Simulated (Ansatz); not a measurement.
Program: Ansatz. Geometries: PBE0-D4/def2-TZVP. ΔE: electronic, gas phase. CCSD(T)/CBS is the MP2 limit (def2-TZVPP, def2-QZVPP) plus CCSD(T) − MP2 in def2-TZVPP, frozen cores. This one scheme is used for every species. DFT in def2-TZVPP. For Zn outer-core shells are correlated without core-valence functions, which leaves a few kJ/mol of doubt a bond. Scalar relativity is left out up to krypton. One conformer a species, not always the lowest.

Reaction (hydrogenolysis of the Si–O bond): `O[SiH2][O][ZnH]` + H₂ → `[SiH3][O][ZnH]` + H₂O

```json
{"level": "LDA (SPW92)", "ΔE (kJ/mol)": "93.3", "difference from CCSD(T)/CBS": "-0.6"}
{"level": "PBE-D4", "ΔE (kJ/mol)": "89.3", "difference from CCSD(T)/CBS": "-4.6"}
{"level": "BLYP-D4", "ΔE (kJ/mol)": "95.0", "difference from CCSD(T)/CBS": "1.1"}
{"level": "PBE0-D4", "ΔE (kJ/mol)": "88.6", "difference from CCSD(T)/CBS": "-5.3"}
{"level": "CAM-B3LYP-D4", "ΔE (kJ/mol)": "94.6", "difference from CCSD(T)/CBS": "0.7"}
{"level": "ωB97X-V", "ΔE (kJ/mol)": "93.4", "difference from CCSD(T)/CBS": "-0.5"}
{"level": "B2PLYP", "ΔE (kJ/mol)": "93.3", "difference from CCSD(T)/CBS": "-0.6"}
{"level": "PBE-QIDH", "ΔE (kJ/mol)": "92.1", "difference from CCSD(T)/CBS": "-1.8"}
{"level": "revPBE", "ΔE (kJ/mol)": "81.7", "difference from CCSD(T)/CBS": "-12.2"}
{"level": "r2SCAN", "ΔE (kJ/mol)": "99.5", "difference from CCSD(T)/CBS": "5.6"}
{"level": "PBE0", "ΔE (kJ/mol)": "85.6", "difference from CCSD(T)/CBS": "-8.3"}
{"level": "r2SCANh", "ΔE (kJ/mol)": "98.2", "difference from CCSD(T)/CBS": "4.3"}
{"level": "CCSD(T)/def2-SVP", "ΔE (kJ/mol)": "80.4", "difference from CCSD(T)/CBS": "-13.5"}
{"level": "HF/def2-QZVPP", "ΔE (kJ/mol)": "86.2", "difference from CCSD(T)/CBS": "-7.7"}
{"level": "SCS-MP2/def2-QZVPP", "ΔE (kJ/mol)": "95.6", "difference from CCSD(T)/CBS": "1.7"}
{"level": "MP2/CBS(def2)", "ΔE (kJ/mol)": "99.1", "difference from CCSD(T)/CBS": "5.2"}
{"level": "CCSD(T)/CBS", "ΔE (kJ/mol)": "93.9", "difference from CCSD(T)/CBS": "0"}
```

Largest T1 diagnostic among the species: 0.016.

From r2SCAN to r2SCAN0 (25 % exact exchange), in def2-TZVPP and without D4, ΔE moves by −3.1 kJ/mol. Leaving LDA and LC-ωPBE aside and taking each functional with its dispersion term where it has one, the values, not all of them listed here, spread over 11.9 kJ/mol, from HSE06-D4 to r2SCAN-D4. LDA lies +7.5 kJ/mol from PBE without D4. In def2-TZVPP, CCSD(T) changes the Hartree–Fock value by +7.3 kJ/mol (the triples alone add +2.8 kJ/mol) and MP2 by +12.5 kJ/mol.

CCSD(T)/CBS has its own doubt, a few kJ/mol and more with outer-core shells, so smaller differences from it don't rank the levels.
